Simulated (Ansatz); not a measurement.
`F[B]Br`, charge 0, multiplicity 2.

(1) Give a relaxed structure at PBE0-D4/def2-TZVP (Ansatz). (Best estimate.)

## Answers

(1) The calculation gave: 
Bond lengths: F1–B2 1.297 Å, B2–Br3 1.906 Å. Angles: F1–B2–Br3 122.9°.
Point group Cs.
